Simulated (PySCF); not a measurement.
Assignment exercise: C₂H₅F₃OSi

Bonds (- single, = double, # triple, : aromatic): C1-Si2 1.892 Å, Si2-O3 1.615 Å, Si2-C4 1.959 Å, C4-F5 1.348 Å, C4-F6 1.349 Å, C4-F7 1.357 Å. C1 carries H8, H9, H10; Si2 carries H11; O3 carries H12. Stereochemistry as in C[Si@H](O)C(F)(F)F.

How the numbers were obtained: GFN2-xTB geometry, shielding tensors at PBE0/pcSseg-1 (GIAO), in PySCF 2.14 (no solvent, equivalent nuclei averaged, one computed conformer, non-relativistic Hamiltonian).

Shifts are taken against calculated references (same method and geometry level): $^{13}$C and $^{1}$H vs TMS.

Q: Assign these signals to the numbered atoms. $^{13}$C{$^{1}$H} NMR (computed): δ 138.4 (C), -1.9 (CH3).

A: 
138.4 → C4, CF3 carbon: 3 electronegative neighbours deshield it
-1.9 → C1, methyl carbon bonded to Si: an electropositive neighbour leaves it electron-rich and shielded

Q: Assign these signals to the numbered atoms. $^{1}$H NMR (500 MHz, computed): δ 4.82 (m, 1H), 1.93 (br s, 1H), 0.43 (d, 3H).

A: 
| δ (ppm) | atoms | environment | reason |
| --- | --- | --- | --- |
| 4.82 | H11 | hydrogen on a silicon bonded to 2 C, O | – |
| 1.93 | H12 | hydrogen on an oxygen bonded to Si | exchangeable; this is the value without hydrogen bonding to other molecules |
| 0.43 | H8/H9/H10 | hydrogen on a methyl carbon bonded to Si | an electropositive neighbour shields it, as in TMS itself |

OH/NH shifts are gas-phase values; hydrogen bonding in solution moves them, usually downfield. Splittings by $^{19}$F in the carbon and heteronuclear signals aren't shown, as no couplings were computed. Shifts are as computed. Against solution values, carbons near 30 ppm lie about +3 ppm off and those near 130 ppm about +5 ppm. Of 1309 compounds with measured shifts, 239 miss one by over three times the rms of a fit or turn the order of signals round; such compounds aren't used in these exercises. Multiplicities follow the n + 1 count of equivalent neighbours, as no J values were calculated; m marks all less simple cases, F and P coupling included.
